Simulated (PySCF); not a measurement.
Nuclear quadrupole coupling in `C=C[SiH2][C@H](Cl)[SiH2]O`

Species: C3H9ClOSi2.
Z-matrix (Å and degrees, GFN2-xTB geometry), rows numbered from 1:
```
C 
C   1  1.3238
Si  2  1.8812  1  125.94
C   3  1.9059  2  110.51  1     8.27
Cl  4  1.8070  3  105.91  2  -171.39
Si  4  1.9125  3  118.58  2    69.79
O   6  1.6205  4  110.44  3   176.63
H   1  1.0798  2  122.64  3   179.17
H   1  1.0778  2  121.64  3    -1.04
H   2  1.0834  1  118.11  3  -178.75
H   3  1.4665  2  110.20  1   127.87
H   3  1.4691  2  109.97  1  -110.70
H   4  1.0902  3  110.30  2   -59.09
H   6  1.4605  4  107.12  3    55.18
H   6  1.4542  4  110.79  3   -70.70
H   7  0.9548  6  121.25  4   -48.81
```

Field gradients from the PBE0/pcSseg-1 density (PySCF, non-relativistic), principal values in atomic units, ordered |Vxx| ≤ |Vyy| ≤ |Vzz|:

| atom | Vxx | Vyy | Vzz |
| --- | --- | --- | --- |
| Cl5 | -1.9074 | -2.0784 | 3.9859 |
| O7 | -0.3794 | -1.1108 | 1.4902 |

Q: Find the asymmetry η = (Vxx − Vyy)/Vzz and the couplings χ = eQV/h (234.96 MHz × Q in barn × V in au), with Q(35Cl) = −0.0817 b, Q(17O) = −0.0256 b.

A: 
```csv
atom,environment,nucleus,η,χzz (MHz),χxx (MHz),χyy (MHz)
Cl5,alkyl chlorine,35Cl,0.04,-76.51,36.62,39.90
O7,silanol oxygen,17O,0.49,-8.96,2.28,6.68
```

The gradient is axial or nearly so (η below 0.05) at Cl5. The tensor is traceless: Vxx + Vyy + Vzz = 0.

Q: What is Vzz at O7 in SI units (1 au = 9.71736 × 10²¹ V/m²)?

A: 1.4902 au = 14.481 × 10²¹ V/m².

Q: What couplings would deuterons (Q(2H) = 0.00286 b) have in place of the hydrogens, at this geometry?

A: 
| atom | bonded to | bond length (Å) | Vzz (au) | η | χzz (kHz) |
| --- | --- | --- | --- | --- | --- |
| H8 | C1 | 1.080 | 0.3299 | 0.04 | 222 |
| H9 | C1 | 1.078 | 0.3331 | 0.05 | 224 |
| H10 | C2 | 1.083 | 0.3264 | 0.04 | 219 |
| H11 | Si3 | 1.466 | 0.1598 | 0.03 | 107 |
| H12 | Si3 | 1.469 | 0.1575 | 0.02 | 106 |
| H13 | C4 | 1.090 | 0.3111 | 0.09 | 209 |
| H14 | Si6 | 1.461 | 0.1607 | 0.01 | 108 |
| H15 | Si6 | 1.454 | 0.1662 | 0.01 | 112 |
| H16 | O7 | 0.955 | 0.5044 | 0.06 | 339 |

Isolated species at its GFN2-xTB geometry (one conformer only). GFN2-xTB bond lengths can be off by several hundredths of an ångström, more for odd bonds, and the gradients follow them. With so small a basis the couplings can be 20 % off.
